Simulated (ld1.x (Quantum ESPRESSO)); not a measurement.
**u(r) = r·R(r): atom against pseudo-atom (H)**

Columns: radius, all-electron u(r) and pseudo u(r) of the 1s shell (level -6.49 eV) of hydrogen in the configuration 1s1; PBE, non-relativistic, ultrasoft scheme, ld1.x (Quantum ESPRESSO) 7.5.

```json
{"r (bohr)": "0.080", "all-electron": "0.1417", "pseudo": "0.0897"}
{"r (bohr)": "0.160", "all-electron": "0.2611", "pseudo": "0.1777"}
{"r (bohr)": "0.240", "all-electron": "0.3610", "pseudo": "0.2621"}
{"r (bohr)": "0.320", "all-electron": "0.4436", "pseudo": "0.3414"}
{"r (bohr)": "0.400", "all-electron": "0.5112", "pseudo": "0.4143"}
{"r (bohr)": "0.480", "all-electron": "0.5658", "pseudo": "0.4797"}
{"r (bohr)": "0.560", "all-electron": "0.6090", "pseudo": "0.5367"}
{"r (bohr)": "0.640", "all-electron": "0.6424", "pseudo": "0.5849"}
{"r (bohr)": "0.720", "all-electron": "0.6673", "pseudo": "0.6241"}
{"r (bohr)": "0.800", "all-electron": "0.6849", "pseudo": "0.6543"}
{"r (bohr)": "0.880", "all-electron": "0.6962", "pseudo": "0.6762"}
{"r (bohr)": "0.960", "all-electron": "0.7022", "pseudo": "0.6902"}
{"r (bohr)": "1.040", "all-electron": "0.7036", "pseudo": "0.6973"}
{"r (bohr)": "1.120", "all-electron": "0.7011", "pseudo": "0.6985"}
{"r (bohr)": "1.200", "all-electron": "0.6954", "pseudo": "0.6947"}
{"r (bohr)": "1.280", "all-electron": "0.6869", "pseudo": "0.6870"}
{"r (bohr)": "1.360", "all-electron": "0.6761", "pseudo": "0.6764"}
{"r (bohr)": "1.440", "all-electron": "0.6634", "pseudo": "0.6635"}
{"r (bohr)": "1.520", "all-electron": "0.6491", "pseudo": "0.6492"}
{"r (bohr)": "1.600", "all-electron": "0.6337", "pseudo": "0.6337"}
{"r (bohr)": "1.680", "all-electron": "0.6172", "pseudo": "0.6172"}
{"r (bohr)": "1.760", "all-electron": "0.6001", "pseudo": "0.6001"}
{"r (bohr)": "1.840", "all-electron": "0.5823", "pseudo": "0.5823"}
{"r (bohr)": "1.920", "all-electron": "0.5643", "pseudo": "0.5643"}
{"r (bohr)": "2.000", "all-electron": "0.5460", "pseudo": "0.5460"}
{"r (bohr)": "2.080", "all-electron": "0.5276", "pseudo": "0.5276"}
```

(1) How many radial nodes do the two functions have?

(2) At about which radius was the pseudo-wave matched?

(3) Where does each function peak?

(4) Is the pseudo-wave norm-conserving?

## Answers

(1) The all-electron 1s function has n − l − 1 = 0; the pseudo-wave has 0.

(2) 1.60 bohr. The columns agree to 0.0005 from 1.28 bohr on; several derivatives are matched, so the curves merge somewhat inside the radius.

(3) Outermost all-electron maximum near 1.04 bohr, pseudo maximum near 1.12 bohr (to the table’s step).

(4) No, it belongs to an ultrasoft set: the norm inside the radius is not constrained, and the difference is carried by the augmentation charge.
